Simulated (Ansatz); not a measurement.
```yaml
crystal:
  periodic: [false, false, false]
  atoms:
    - {symbol: F, position_ang: [-0.185499, -2.149044, 0.231267]}
    - {symbol: Si, position_ang: [0.400821, -0.706736, 0.200586]}
    - {symbol: F, position_ang: [1.663033, -0.738609, 1.176612]}
    - {symbol: C, position_ang: [-0.608399, 0.720363, -0.075141]}
    - {symbol: S, position_ang: [0.571386, 0.308812, -1.586312]}
    - {symbol: H, position_ang: [-0.259655, 1.745466, 0.349963]}
    - {symbol: H, position_ang: [-1.609268, 0.688130, -0.338747]}
basis:
  gaussian: {orbitals: cc-pVTZ}
hamiltonian: {xc: {name: HF}}
correlation: {method: mp2, frozen_orbitals: {F: 9}}
output: {forces: true}
```

```sh
$ ansatz run in.yaml --threads 2 --pin off --events-out ev --progress --plain --max-ram 4352MiB
```

Problem. How does Ansatz answer? (Best estimate.)

Solution. Ansatz gave: The input was rejected before any iteration.
```
Functional definition: HF
Error: "frozen_orbitals" has no count for Si
```
